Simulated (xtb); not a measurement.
MgBrI, SMILES [Mg]([I])[Br]. All values are semi-empirical tight-binding results from xtb (GFN2-xTB unless named), good for trends rather than for accurate numbers. Coordinates come from a GFN2-xTB optimisation.

Optimised geometry:

Bonds (Å): Mg1–Br2 2.349, Mg1–I3 2.595. Bond angles (°): Br2–Mg1–I3 155.6.

For metal compounds this method's bond lengths and energies can be far off.

Computed properties:
```
Item                                           Result
-------------------------------------  --------------
point group as xtb finds it                        Cs
orbital gap                                   3.20 eV
zero-point energy                        0.9 kcal/mol
G − E(el) at 298.15 K (modified RRHO)  -18.6 kcal/mol
```

Question: Give the atomic charges and the Wiberg bond orders between heavy atoms. (The exact figures need the calculation; the answer reports its results.)

Answer: charges (e) Mg1 0.49, Br2 -0.28, I3 -0.21. Bond orders Mg1–Br2 1.03, Mg1–I3 1.07.
